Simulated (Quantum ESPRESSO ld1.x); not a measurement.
Task: The mean radii <r> (bohr) of the occupied orbitals of an atom or ion are listed with their occupations. Method: non-relativistic Kohn-Sham, LDA (Slater exchange, Perdew-Zunger correlation), spin-polarised, spherical densities, point nucleus; computed with ld1.x of Quantum ESPRESSO 7.5.

orbital  occ.      <r>
1s up       1  0.03045
1s down     1  0.03045
2s up       1   0.1315
2s down     1   0.1315
2p up       3   0.1121
2p down     3   0.1121
3s up       1   0.3530
3s down     1   0.3528
3p up       3   0.3437
3p down     3   0.3436
3d up       5   0.3144
3d down     5   0.3143
4s up       1   0.8298
4s down     1   0.8301
4p up       3   0.8678
4p down     3   0.8687
4d up       5   0.9741
4d down     2   0.9782

Name the element and its charge. Open shells, if any, are filled with parallel spins first.

Result: Z = 50, tin, charge +7: Sn7+ in [Kr] 4d7. The 1s radius gives Z: for a bare nucleus <r> = 1.5/Z, 0.03 bohr for Z = 50, and screening makes it slightly larger (0.03045 here). The occupations add up to 43, and the charge is Z minus that.
